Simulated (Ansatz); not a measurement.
Ansatz results at the PBE0-D4/def2-TZVP geometry: HOMO–LUMO gap (B3LYP/def2-TZVPP) 6.46 eV; HOMO energy (PBE/def2-TZVPP) -6.39 eV; HOMO energy (PBE0/def2-TZVPP) -7.55 eV.

Each molecule was computed in one conformer, which needn't be the lowest.

Task: Which molecule gave them?
A. `C=C(Cl)[SiH2]C`
B. `C=N[SiH](N)O`
C. `OC[SiH2]CCl`
D. `N[SiH2][AlH2]`

Result: A. The others give `N[SiH2][AlH2]`: 4.77, -5.83, -7.09; `C=N[SiH](N)O`: 5.77, -5.54, -6.97; `OC[SiH2]CCl`: 6.99, -5.95, -7.50.

B3LYP here is the variant with VWN-RPA as its local correlation; programs differ in this.
